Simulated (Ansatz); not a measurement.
SbTe4, relaxed as a doublet with UKS PBE-D4/def2-SVP in Ansatz, starting from the GFN2-xTB geometry. Force threshold 0.02 eV/Å.

In the def2 sets Sb, Te take a core potential; there is no spin–orbit coupling. The relaxation made no stability test and no search for a lower SCF solution. Another isomer (doublet) lies 0.62 eV lower at PBE0-D4/def2-TZVP; other spin states weren't run for this one.

Start:

```xyz
5

Sb   -1.8064   -0.1842   -2.8104
Te   -1.9790    1.9196   -1.6229
Te   -0.3519    0.0091   -0.5158
Te    2.8972   -1.1627    3.5056
Te    1.2402   -0.5818    1.4434
```

```json
{"step": "1", "energy (eV)": "-35710.7524", "largest force component (eV/Å)": "6.083", "SCF passes": "81"}
{"step": "2", "energy (eV)": "-35711.9090", "largest force component (eV/Å)": "0.870", "SCF passes": "42"}
{"step": "3", "energy (eV)": "-35712.0889", "largest force component (eV/Å)": "0.500", "SCF passes": "45"}
{"step": "4", "energy (eV)": "-35712.1428", "largest force component (eV/Å)": "0.401", "SCF passes": "39"}
{"step": "5", "energy (eV)": "-35712.2093", "largest force component (eV/Å)": "0.266", "SCF passes": "44"}
{"step": "6", "energy (eV)": "-35712.2941", "largest force component (eV/Å)": "0.464", "SCF passes": "88"}
{"step": "7", "energy (eV)": "-35712.4412", "largest force component (eV/Å)": "0.661", "SCF passes": "43"}
{"step": "8", "energy (eV)": "-35712.5994", "largest force component (eV/Å)": "0.584", "SCF passes": "34"}
{"step": "9", "energy (eV)": "-35712.7368", "largest force component (eV/Å)": "0.385", "SCF passes": "33"}
{"step": "10", "energy (eV)": "-35712.8385", "largest force component (eV/Å)": "0.367", "SCF passes": "34"}
{"step": "11", "energy (eV)": "-35712.9176", "largest force component (eV/Å)": "0.302", "SCF passes": "26"}
{"step": "13", "energy (eV)": "-35713.0294", "largest force component (eV/Å)": "0.225", "SCF passes": "26"}
{"step": "15", "energy (eV)": "-35713.1361", "largest force component (eV/Å)": "0.180", "SCF passes": "25"}
{"step": "17", "energy (eV)": "-35713.2214", "largest force component (eV/Å)": "0.177", "SCF passes": "26"}
{"step": "19", "energy (eV)": "-35713.2998", "largest force component (eV/Å)": "0.118", "SCF passes": "26"}
{"step": "21", "energy (eV)": "-35713.3141", "largest force component (eV/Å)": "0.051", "SCF passes": "26"}
{"step": "23", "energy (eV)": "-35713.3227", "largest force component (eV/Å)": "0.076", "SCF passes": "27"}
{"step": "25", "energy (eV)": "-35713.3234", "largest force component (eV/Å)": "0.005", "SCF passes": "28"}
{"step": "27", "energy (eV)": "-35713.3238", "largest force component (eV/Å)": "0.015", "SCF passes": "28"}
{"step": "29", "energy (eV)": "-35713.3278", "largest force component (eV/Å)": "0.051", "SCF passes": "31"}
{"step": "31", "energy (eV)": "-35713.3454", "largest force component (eV/Å)": "0.095", "SCF passes": "29"}
{"step": "33", "energy (eV)": "-35713.4151", "largest force component (eV/Å)": "0.294", "SCF passes": "31"}
{"step": "35", "energy (eV)": "-35713.5316", "largest force component (eV/Å)": "0.248", "SCF passes": "32"}
{"step": "37", "energy (eV)": "-35713.5672", "largest force component (eV/Å)": "0.180", "SCF passes": "31"}
{"step": "39", "energy (eV)": "-35713.5770", "largest force component (eV/Å)": "0.061", "SCF passes": "30"}
{"step": "41", "energy (eV)": "-35713.5774", "largest force component (eV/Å)": "0.003", "SCF passes": "29"}
```

Force components are those of the run's own axes.

End:

Cartesian coordinates in Å:
```
Sb 0.1453 0.2017 -1.4134
Te -2.2238 -0.2934 -2.3583
Te -0.1269 2.0121 0.9873
Te 0.8952 -1.9914 0.5211
Te 1.3101 0.0710 2.2634
```

Bonds lost: Te2–Te3 (atoms count from 1). Bonds formed: Sb1–Te4 (atoms count from 1).

The force fell under the threshold at step 24, but the optimiser went on and released 0.254 eV more. No frequencies were taken in this run, so the end may be a saddle point.

Hardware: 4 threads of Intel Xeon 6975P-C on a shared host. Wall time 66 s.
